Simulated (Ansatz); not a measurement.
Ansatz (a quantum-chemistry and plane-wave program) input file for trichloro(fluoro)methane (CCl3F), SMILES FC(Cl)(Cl)Cl, PBE-D3(BJ)/def2-SVP. 

Ansatz 0.2 input:
```yaml
crystal:
  periodic: [false, false, false]
  atoms:
    - {symbol: F, position_ang: [-0.00000000, 0.00000001, 1.59017401]}
    - {symbol: C, position_ang: [-0.00000000, 0.00000001, 0.25708173]}
    - {symbol: Cl, position_ang: [1.46340496, 0.84489725, -0.31086385]}
    - {symbol: Cl, position_ang: [0.00000000, -1.68979450, -0.31086385]}
    - {symbol: Cl, position_ang: [-1.46340496, 0.84489724, -0.31086385]}
basis:
  gaussian:
    orbitals: def2-SVP
hamiltonian:
  xc: pbe
  dispersion: d3bj
relax: {f_tol: 0.002, max_steps: 200}
```

Log of the run:

```
WARN ansatz: RAYON_NUM_THREADS=1 ignored (pool sized by the plan → 1); use --threads N
Functional definition: PBE
integrals: 0.03 GiB planned
891 factors; their error is unknown
mean field: 0.19 GiB planned
mean field evaluation 1: about -41286.9213 eV, gradient 2.1e1 eV
mean field evaluation 2: about -41285.3424 eV, gradient 3.9e1 eV
mean field evaluation 4: about -41287.5762 eV, gradient 7.8e-1 eV
mean field evaluation 8: about -41287.5205 eV, gradient 2.9e-2 eV
mean field evaluation 16: about -41287.5205 eV, gradient 8.9e-6 eV
mean field -41287.52052802 eV, -1517.2883937183 hartree, gradient 8.9e-6 eV, S^2 0.000000; 0 other end points of the search recorded, 0 dependent functions left out
the calculation of the forces begins
reference -41287.52054853 eV, -1517.2883944720 hartree; 33, 33 occupied and 49, 49 virtual orbitals, 891 factors
relax step   1: F+E_penalty+E_count = -41287.67367507 eV  Δ(F+E_penalty+E_count) = +0.000e0 eV  max|allowed force component| = 3.364e-1 eV/Å  Δτ_max = 0.0000 Å  (26 SCF iters, accepted)
these checks for a lower state are left out or cut short: starts, cluster_reference, orbital_swaps, neighbouring_geometries, increment
integrals: 0.03 GiB planned
891 factors; their error is unknown
mean field: 0.19 GiB planned
mean field -41287.52236272 eV, -1517.2884611422 hartree, gradient 1.5e-5 eV, S^2 0.000000; 0 other end points of the search recorded, 0 dependent functions left out
the calculation of the forces begins
reference -41287.52238324 eV, -1517.2884618962 hartree; 33, 33 occupied and 49, 49 virtual orbitals, 891 factors
relax step   2: F+E_penalty+E_count = -41287.67543163 eV  Δ(F+E_penalty+E_count) = -1.757e-3 eV  max|allowed force component| = 1.243e-1 eV/Å  Δτ_max = 0.0070 Å  (29 SCF iters, accepted)
these checks for a lower state are left out or cut short: starts, cluster_reference, orbital_swaps, neighbouring_geometries, increment
integrals: 0.03 GiB planned
891 factors; their error is unknown
mean field: 0.19 GiB planned
mean field evaluation 32: about -41287.5228 eV, gradient 1.5e-5 eV
mean field -41287.52283733 eV, -1517.2884785836 hartree, gradient 1.5e-5 eV, S^2 0.000000; 0 other end points of the search recorded, 0 dependent functions left out
the calculation of the forces begins
reference -41287.52285785 eV, -1517.2884793380 hartree; 33, 33 occupied and 49, 49 virtual orbitals, 891 factors
relax step   3: F+E_penalty+E_count = -41287.67577565 eV  Δ(F+E_penalty+E_count) = -3.440e-4 eV  max|allowed force component| = 8.410e-3 eV/Å  Δτ_max = 0.0026 Å  (29 SCF iters, accepted)
these checks for a lower state are left out or cut short: starts, cluster_reference, orbital_swaps, neighbouring_geometries, increment
integrals: 0.03 GiB planned
891 factors; their error is unknown
mean field: 0.19 GiB planned
mean field -41287.52282861 eV, -1517.2884782634 hartree, gradient 1.2e-5 eV, S^2 0.000000; 0 other end points of the search recorded, 0 dependent functions left out
the calculation of the forces begins
reference -41287.52284914 eV, -1517.2884790178 hartree; 33, 33 occupied and 49, 49 virtual orbitals, 891 factors
relax step   4: F+E_penalty+E_count = -41287.67578001 eV  Δ(F+E_penalty+E_count) = -4.358e-6 eV  max|allowed force component| = 5.160e-3 eV/Å  Δτ_max = 0.0003 Å  (19 SCF iters, accepted)
these checks for a lower state are left out or cut short: starts, cluster_reference, orbital_swaps, neighbouring_geometries, increment
integrals: 0.03 GiB planned
891 factors; their error is unknown
mean field: 0.19 GiB planned
mean field -41287.52282671 eV, -1517.2884781933 hartree, gradient 2.2e-5 eV, S^2 0.000000; 0 other end points of the search recorded, 0 dependent functions left out
the calculation of the forces begins
reference -41287.52284723 eV, -1517.2884789477 hartree; 33, 33 occupied and 49, 49 virtual orbitals, 891 factors
relax step   5: F+E_penalty+E_count = -41287.67578045 eV  Δ(F+E_penalty+E_count) = -4.371e-7 eV  max|allowed force component| = 6.625e-5 eV/Å  Δτ_max = 0.0001 Å  (18 SCF iters, accepted)
integrals: 0.03 GiB planned
891 factors; their error is unknown
mean field: 0.19 GiB planned
mean field -41287.52282671 eV, -1517.2884781933 hartree, gradient 2.2e-5 eV, S^2 0.000000; 1 other end points of the search recorded, 0 dependent functions left out
the calculation of the forces begins
reference -41287.52284723 eV, -1517.2884789477 hartree; 33, 33 occupied and 49, 49 virtual orbitals, 891 factors
Total energy: -41287.67580097 eV, -1517.2940998940 hartree
Atom 0 at     0.000000     0.000000     1.599037 Å, force     0.000011     0.000006     0.000035 eV/Å
Atom 1 at    -0.000006    -0.000004     0.258796 Å, force     0.000012     0.000007    -0.000066 eV/Å
Atom 2 at     1.465587     0.846157    -0.314391 Å, force    -0.000008    -0.000005     0.000023 eV/Å
Atom 3 at     0.000018    -1.692339    -0.314389 Å, force     0.000009    -0.000032     0.000004 eV/Å
Atom 4 at    -1.465599     0.846185    -0.314389 Å, force    -0.000023     0.000023     0.000004 eV/Å
Dipole moment:    -0.000004    -0.000002    -0.044482 e Å
```

The run converged.
